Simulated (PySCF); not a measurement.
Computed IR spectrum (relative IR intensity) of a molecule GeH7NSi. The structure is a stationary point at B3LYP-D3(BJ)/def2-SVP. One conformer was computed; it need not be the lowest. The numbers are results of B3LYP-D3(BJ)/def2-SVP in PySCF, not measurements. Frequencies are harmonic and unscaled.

Lines under 2 % of the strongest are left out, and lines within 2 cm⁻¹ are merged.

ν (cm⁻¹): 344 (m), 523 (vw), 633 (w), 709 (m), 787 (m), 841 (vs), 866 (m), 895 (m), 926 (m), 943 (w), 976 (m), 1005 (s), 1190 (m), 2099 (s), 2125 (m), 2152 (m), 2178 (s), 2207 (m), 2229 (m), 3575 (w) (against the strongest line: vs over 80 %, s over 45 %, m over 15 %, w over 4 %, vw less)

Task: Pick the molecule that these values belong to.
A. [SiH3][NH][GeH3]
B. [NH2][GeH2][SiH3]
C. N[SiH2][GeH3]

Result: A, [SiH3][NH][GeH3]
